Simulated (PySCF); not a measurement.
## Bond energies at PBE/def2-SVP beside a composite method

PySCF, lowest determinants of a PBE0 search. The composite is CCSD(T) extrapolated to the basis-set limit from two correlation-consistent sets, with core-valence (CV) and scalar-relativistic (SR) terms as its label shows; it has no spin–orbit coupling and nothing beyond (T).

| species | state (unpaired electrons) | De PBE (eV) | De composite (eV) | composite | dissociates to |
| --- | --- | --- | --- | --- | --- |
| SbBr | triplet (π ↑↑) | 2.95 | 2.63 | CCSD(T)/CBS(DT) | Sb + Br |
| KH | singlet (closed shell) | 1.67 | 1.84 | CCSD(T)/CBS(TQ) | K + H |
| TlS | doublet (π ↑) | 3.17 | 2.97 | CCSD(T)/CBS(DT) | Tl + S |
| BeBr | doublet (σ ↑) | 3.64 | 3.36 | CCSD(T)/CBS(TQ)+CV | Be + Br |
| CdI | doublet (σ ↑) | 1.23 | 1.13 | CCSD(T)/CBS(DT) | Cd + I |
| SnC | triplet (σ ↑, π ↑) | 3.57 | 3.20 | CCSD(T)/CBS(DT) | Sn + C |
| SbH | triplet (π ↑↑) | 2.60 | 2.62 | CCSD(T)/CBS(DT) | Sb + H |
| CSe | singlet (closed shell) | 6.70 | 6.27 | CCSD(T)/CBS(TQ)+CV | C + Se |

Task: Does PBE bind more or less than the composite, by how much on average, and where is the difference largest?

Result: PBE/def2-SVP binds more on average, method and basis taken together: the mean signed difference is +0.19 eV and the mean absolute one 0.24 eV; it is largest for CSe (+0.43 eV).

The molecules are drawn from runs that passed checks on state, spin purity and fit, so the hardest cases are missing and the errors look smaller than over all diatomics.

Correlated steps freeze the inner cores (4 to 13 orbitals); shallow outer-core shells are correlated. These are scalar-relativistic numbers at best; spin–orbit coupling would shift them, the dissociation energy most. Where the molecule has an RHF reference, its open-shell atoms are computed with UHF. The CCSD T1 diagnostic is raised in CSe, SnC, a sign that a single reference may not be enough there. States were picked by a PBE0 search and need not be the measured ground states.
